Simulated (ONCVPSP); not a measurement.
**Scattering properties, ONCV potential for sulfur**

S (Z = 16), optimised norm-conserving Vanderbilt (ONCV), made with ONCVPSP 4.0.1 (PBEsol, scalar-relativistic). Core [Ne], reference 3s2 3p4. Waves: 3s: rc 1.10 bohr, ncon 3, nbas 8, qcut 5.4 1/bohr, 2 projectors, debl 2 Ha; 3p: rc 1.50 bohr, ncon 4, nbas 9, qcut 6.5 1/bohr, 2 projectors, debl 2.2 Ha. Local part: polynomial inside 0.95 bohr (lpopt 5, dvloc0 1.5 Ha). Core correction: Teter function, fcfact 4.5, rcfact 1.1.

The phase is arctan(r·R′/R) of the radial function R(r), unwrapped; energies in Ha, scanned from -2 to 5 Ha. A pole is an energy at which the radial function vanishes at the test radius. The pseudo phase is shifted by a multiple of π to meet the all-electron one at the reference energy, and phase errors are pseudo minus all-electron; the curves can meet again beyond the range given. Levels narrower than the energy grid can be missing from the lists of poles.

```csv
channel,radius (bohr),reference energy (Ha),"poles, all-electron","poles, pseudo",unbroken range about the reference energy with phases within 0.05 rad,phase error 1 Ha above the reference energy (rad)
s,1.12,-0.63,none,none,the whole range,-0.000
p,1.52,-0.26,2.63,2.63,the whole range,-0.000
```

Note: ghosts flagged at negative energy: s at -212.3 eV; no localised positive-energy state flagged. A true bound ghost makes a file unfit for plane-wave use.

Phases in the s channel:

```json
{"E (Ha)": "-1.98", "all-electron": "0.672", "pseudo": "0.671"}
{"E (Ha)": "-1.62", "all-electron": "0.529", "pseudo": "0.529"}
{"E (Ha)": "-1.26", "all-electron": "0.351", "pseudo": "0.351"}
{"E (Ha)": "-0.90", "all-electron": "0.138", "pseudo": "0.138"}
{"E (Ha)": "-0.54", "all-electron": "-0.100", "pseudo": "-0.100"}
{"E (Ha)": "-0.18", "all-electron": "-0.338", "pseudo": "-0.338"}
{"E (Ha)": "0.18", "all-electron": "-0.553", "pseudo": "-0.554"}
{"E (Ha)": "0.54", "all-electron": "-0.734", "pseudo": "-0.734"}
{"E (Ha)": "0.90", "all-electron": "-0.878", "pseudo": "-0.878"}
{"E (Ha)": "1.26", "all-electron": "-0.993", "pseudo": "-0.993"}
{"E (Ha)": "1.62", "all-electron": "-1.084", "pseudo": "-1.084"}
{"E (Ha)": "1.98", "all-electron": "-1.157", "pseudo": "-1.157"}
{"E (Ha)": "2.34", "all-electron": "-1.217", "pseudo": "-1.217"}
{"E (Ha)": "2.70", "all-electron": "-1.266", "pseudo": "-1.266"}
{"E (Ha)": "3.06", "all-electron": "-1.308", "pseudo": "-1.308"}
{"E (Ha)": "3.42", "all-electron": "-1.343", "pseudo": "-1.343"}
{"E (Ha)": "3.78", "all-electron": "-1.374", "pseudo": "-1.374"}
{"E (Ha)": "4.14", "all-electron": "-1.401", "pseudo": "-1.402"}
{"E (Ha)": "4.50", "all-electron": "-1.425", "pseudo": "-1.426"}
{"E (Ha)": "4.86", "all-electron": "-1.447", "pseudo": "-1.447"}
```
